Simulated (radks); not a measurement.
Neutral praseodymium inside a hard spherical wall (all orbitals vanish at R), configuration held at [Xe] 4f3 6s2 and not refilled when levels cross. All-electron calculation, scalar-relativistic Kohn-Sham, r2SCAN, spin-unpolarised, spherical densities, finite nucleus; meta-GGA in the generalised Kohn-Sham scheme; Fermi nuclear charge, rms radius 4.8919 fm. Program: a radial shooting solver on a logarithmic mesh with Libxc functionals. Eigenvalues in eV, with the zero of energy where the potential of the charges vanishes at infinity; a dash marks a level that is unbound or too diffuse for the functional's potential to be trusted. A positive occupied level is held by the wall or, in an anion where self-interaction has pushed it up, behind a barrier. The pressure on the wall is -dE/dV.

R (bohr)	E (hartree)	kinetic (hartree)	e(5s)	e(5p)	e(6s)	e(5d, empty)	e(6p, empty)	e(4f)	pressure (GPa)
free	-9237.9077	9811.016	-40.321	-22.318	-3.524	-1.893	-1.153	-0.914	0
15	-9237.9077	9811.016	-40.316	-22.313	-3.521	-1.889	-1.141	-0.909	0.000375
12	-9237.9070	9811.023	-40.263	-22.261	-3.482	-1.844	-1.053	-0.857	0.0108
8	-9237.8800	9811.185	-39.378	-21.395	-2.688	-1.081	0.377	0.016	0.892
7	-9237.8411	9811.364	-38.651	-20.695	-1.835	-0.409	1.784	0.743	2.79
5	-9237.4941	9812.680	-35.458	-17.703	4.117	3.109	10.693	4.124	38.2
3	-9233.2085	9828.250	-19.642	-1.055	54.642	26.507	72.538	23.146	1880
